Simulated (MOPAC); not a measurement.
MOPAC input (MNDO):

```
MNDO 1SCF CHARGE=-1 GEO-OK AUX(PRECISION=9) THREADS=1
H4NO3Si

N    -1.42088800 1   -0.94440500 1   -0.16861700 1
Si    0.05667000 1   -0.03832600 1    0.14132300 1
O     0.49483400 1    0.00101200 1    1.63280200 1
O    -0.12245000 1    1.54734700 1   -0.49324300 1
O     1.05665600 1   -0.71173800 1   -1.04751100 1
H    -1.85006400 1   -0.78365300 1   -1.07086800 1
H    -2.11473100 1   -0.81865900 1    0.55545700 1
H    -0.04869800 1    2.13100800 1    0.26791100 1
H     1.73401600 1   -0.07427100 1   -1.28708800 1
```

Output:

```
 *******************************************************************************
 **                                                                           **
 **                              MOPAC v23.2.5                                **
 **                                                                           **
 *******************************************************************************
 ** MOPAC's Digital Object Identifier: https://doi.org/10.5281/zenodo.6511958 **
 **                                                                           **
 ** Please cite the open-source release paper for use of this MOPAC version:  **
 ** J. E. Moussa and J. J. P. Stewart (2026)                                  **
 ** MOPAC: An open-source semiempirical molecular orbital program             **
 ** J. Open Source Softw., 11(119), 8025, https://doi.org/10.21105/joss.08025 **
 *******************************************************************************

                              MNDO CALCULATION RESULTS

 *******************************************************************************
 *  MNDO       - The MNDO Hamiltonian to be used
 *  GEO-OK     - OVERRIDE INTERATOMIC DISTANCE AND OTHER SAFETY CHECKS
 *
 *
 *
 *                 CHARGE ON SYSTEM = -1
 *
 *
 *
 *  1SCF       - DO 1 SCF AND THEN STOP
 *  AUX        - OUTPUT AUXILIARY INFORMATION
 *******************************************************************************
MNDO 1SCF CHARGE=-1 GEO-OK AUX(PRECISION=9) THREADS=1
 H4NO3Si

   ATOM   CHEMICAL          X               Y               Z
  NUMBER   SYMBOL      (ANGSTROMS)     (ANGSTROMS)     (ANGSTROMS)

     1       N         -1.42088800  *  -0.94440500  *  -0.16861700  *
     2      Si          0.05667000  *  -0.03832600  *   0.14132300  *
     3       O          0.49483400  *   0.00101200  *   1.63280200  *
     4       O         -0.12245000  *   1.54734700  *  -0.49324300  *
     5       O          1.05665600  *  -0.71173800  *  -1.04751100  *
     6       H         -1.85006400  *  -0.78365300  *  -1.07086800  *
     7       H         -2.11473100  *  -0.81865900  *   0.55545700  *
     8       H         -0.04869800  *   2.13100800  *   0.26791100  *
     9       H          1.73401600  *  -0.07427100  *  -1.28708800  *

          CARTESIAN COORDINATES

    NO.       ATOM           X           Y           Z

     1         N         -1.4209     -0.9444     -0.1686
     2        Si          0.0567     -0.0383      0.1413
     3         O          0.4948      0.0010      1.6328
     4         O         -0.1225      1.5473     -0.4932
     5         O          1.0567     -0.7117     -1.0475
     6         H         -1.8501     -0.7837     -1.0709
     7         H         -2.1147     -0.8187      0.5555
     8         H         -0.0487      2.1310      0.2679
     9         H          1.7340     -0.0743     -1.2871

  H: (MNDO): M.J.S. DEWAR, W. THIEL, J. AM. CHEM. SOC., 99, 4899, (1977)
  N: (MNDO): M.J.S. DEWAR, W. THIEL, J. AM. CHEM. SOC., 99, 4899, (1977)
  O: (MNDO): M.J.S. DEWAR, W. THIEL, J. AM. CHEM. SOC., 99, 4899, (1977)
 Si: (MNDO): M.J.S.DEWAR, ET. AL. ORGANOMETALLICS  5, 375 (1986)

           Empirical Formula: H4 N O3 Si  =     9 atoms

      MOLECULAR POINT GROUP   :   C1

      RHF CALCULATION, NO. OF DOUBLY OCCUPIED LEVELS = 16

 -------------------------------------------------------------------------------
 MNDO 1SCF CHARGE=-1 GEO-OK AUX(PRECISION=9) THREADS=1
 H4NO3Si

     1SCF WAS SPECIFIED, SO BFGS WAS NOT USED
     SCF FIELD WAS ACHIEVED

                              MNDO CALCULATION
                                                       MOPAC v23.2.5 Linux

          FINAL HEAT OF FORMATION =       -223.17899 KCAL/MOL =    -933.78089 KJ/MOL

          COSMO AREA              =        109.81 SQUARE ANGSTROMS
          COSMO VOLUME            =         96.85 CUBIC ANGSTROMS

          IONIZATION POTENTIAL    =          3.770332 EV
          HOMO LUMO ENERGIES (EV) =         -3.770  7.733
          NO. OF FILLED LEVELS    =         16
          MOLECULAR WEIGHT        =         94.1220         POINT GROUP:  C1

          MOLECULAR DIMENSIONS (Angstroms)

            Atom       Atom       Distance
            H     9    H     7     4.33151
            H     6    O     3     3.50468
            O     5    H     8     2.89907

          SCF CALCULATIONS        =          1

   ATOM   CHEMICAL          X               Y               Z
  NUMBER   SYMBOL      (ANGSTROMS)     (ANGSTROMS)     (ANGSTROMS)

     1       N         -1.42088800  *  -0.94440500  *  -0.16861700  *
     2      Si          0.05667000  *  -0.03832600  *   0.14132300  *
     3       O          0.49483400  *   0.00101200  *   1.63280200  *
     4       O         -0.12245000  *   1.54734700  *  -0.49324300  *
     5       O          1.05665600  *  -0.71173800  *  -1.04751100  *
     6       H         -1.85006400  *  -0.78365300  *  -1.07086800  *
     7       H         -2.11473100  *  -0.81865900  *   0.55545700  *
     8       H         -0.04869800  *   2.13100800  *   0.26791100  *
     9       H          1.73401600  *  -0.07427100  *  -1.28708800  *

                             CARTESIAN COORDINATES

   1    N       -1.420888000    -0.944405000    -0.168617000
   2   Si        0.056670000    -0.038326000     0.141323000
   3    O        0.494834000     0.001012000     1.632802000
   4    O       -0.122450000     1.547347000    -0.493243000
   5    O        1.056656000    -0.711738000    -1.047511000
   6    H       -1.850064000    -0.783653000    -1.070868000
   7    H       -2.114731000    -0.818659000     0.555457000
   8    H       -0.048698000     2.131008000     0.267911000
   9    H        1.734016000    -0.074271000    -1.287088000

           Empirical Formula: H4 N O3 Si  =     9 atoms

      MOLECULAR POINT GROUP   :   C1

                  EIGENVALUES
 -35.57946 -32.66171 -28.98854 -26.67219 -12.96763 -12.22579 -11.89165  -9.87584
  -8.95002  -8.26236  -7.16661  -6.96254  -5.66686  -5.45946  -3.84869  -3.77033
   7.73257   9.06475   9.18703  10.27430  10.77928  11.01483  11.47699  12.16338

              NET ATOMIC CHARGES AND DIPOLE CONTRIBUTIONS

  ATOM NO.   TYPE          CHARGE      No. of ELECS.   s-Pop       p-Pop
    1          N          -0.599632        5.5996     1.61187     3.98777
    2         Si           1.425320        2.5747     0.87254     1.70214
    3          O          -1.001378        7.0014     1.90445     5.09693
    4          O          -0.649962        6.6500     1.83598     4.81399
    5          O          -0.612984        6.6130     1.82562     4.78736
    6          H           0.074340        0.9257     0.92566
    7          H           0.074864        0.9251     0.92514
    8          H           0.148374        0.8516     0.85163
    9          H           0.141058        0.8589     0.85894
 DIPOLE           X         Y         Z       TOTAL
 POINT-CHG.    -0.794     0.588    -2.562     2.746
 HYBRID        -0.531     1.379    -0.210     1.492
 SUM           -1.325     1.967    -2.772     3.648

          ATOMIC ORBITAL ELECTRON POPULATIONS

     Atom    s        px        py        pz
    1  N   1.61187   1.18643   1.79502   1.00631
    2 Si   0.87254   0.56437   0.51639   0.62138
    3  O   1.90445   1.83551   1.87627   1.38514
    4  O   1.83598   1.96726   1.39015   1.45658
    5  O   1.82562   1.48842   1.56254   1.73640
    6  H   0.92566
    7  H   0.92514
    8  H   0.85163
    9  H   0.85894

 **********************
 *                    *
 * JOB ENDED NORMALLY *
 *                    *
 **********************

 == MOPAC DONE ==
```

The dipole moment of an ion depends on the origin.

The geometry given is a B3LYP-D3(BJ)/def2-TZVP minimum.
